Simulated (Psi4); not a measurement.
Computed with SAPT0/jun-cc-pVDZ, frozen core (Psi4 1.11).

Psi4 input:

```
molecule {
0 1
O 0.81163449 -0.53879628 0.01356016
C -0.42262178 -0.00748837 -0.00322261
O -0.66929744 1.16343754 -0.02060673
H 1.44946075 0.19452747 0.00870156
H -1.16917602 -0.81168036 0.00156762
--
0 1
Si -0.53734490 4.51787685 -1.45130461
O -0.54631958 3.41794927 -2.68451284
H -0.63689084 3.85556242 -0.12685112
H -1.66109788 5.48022458 -1.56864041
H 0.74893997 5.23335357 -1.55874230
H -1.31050580 2.84598830 -2.78541452
units angstrom
symmetry c1
no_reorient
no_com
}
set basis jun-cc-pvdz
set scf_type df
set freeze_core true
energy('sapt0')
```

Part of the output:

```
    SAPT Results
  --------------------------------------------------------------------------------------------------------
    Electrostatics                 -1.67176419 [mEh]      -1.04904787 [kcal/mol]      -4.38921628 [kJ/mol]
      Elst10,r                     -1.67176419 [mEh]      -1.04904787 [kcal/mol]      -4.38921628 [kJ/mol]

    Exchange                        2.72143403 [mEh]       1.70772563 [kcal/mol]       7.14512405 [kJ/mol]
      Exch10                        2.72143403 [mEh]       1.70772563 [kcal/mol]       7.14512405 [kJ/mol]
      Exch10(S^2)                   2.71643913 [mEh]       1.70459129 [kcal/mol]       7.13200996 [kJ/mol]

    Induction                      -0.57655993 [mEh]      -0.36179682 [kcal/mol]      -1.51375789 [kJ/mol]
      Ind20,r                      -0.90779442 [mEh]      -0.56964960 [kcal/mol]      -2.38341392 [kJ/mol]
      Exch-Ind20,r                  0.54686397 [mEh]       0.34316232 [kcal/mol]       1.43579116 [kJ/mol]
      delta HF,r (2)               -0.21562948 [mEh]      -0.13530954 [kcal/mol]      -0.56613513 [kJ/mol]

    Dispersion                     -1.41964586 [mEh]      -0.89084123 [kcal/mol]      -3.72727969 [kJ/mol]
      Disp20                       -1.60895915 [mEh]      -1.00963711 [kcal/mol]      -4.22432167 [kJ/mol]
      Exch-Disp20                   0.18931329 [mEh]       0.11879589 [kcal/mol]       0.49704198 [kJ/mol]
      Disp20 (SS)                  -0.80447958 [mEh]      -0.50481856 [kcal/mol]      -2.11216084 [kJ/mol]
      Disp20 (OS)                  -0.80447958 [mEh]      -0.50481856 [kcal/mol]      -2.11216084 [kJ/mol]
      Exch-Disp20 (SS)              0.09771165 [mEh]       0.06131499 [kcal/mol]       0.25654191 [kJ/mol]
      Exch-Disp20 (OS)              0.09160164 [mEh]       0.05748090 [kcal/mol]       0.24050007 [kJ/mol]

  Total HF                          0.47310990 [mEh]       0.29688095 [kcal/mol]       1.24214988 [kJ/mol]
  Total SAPT0                      -0.94653595 [mEh]      -0.59396028 [kcal/mol]      -2.48512980 [kJ/mol]
```
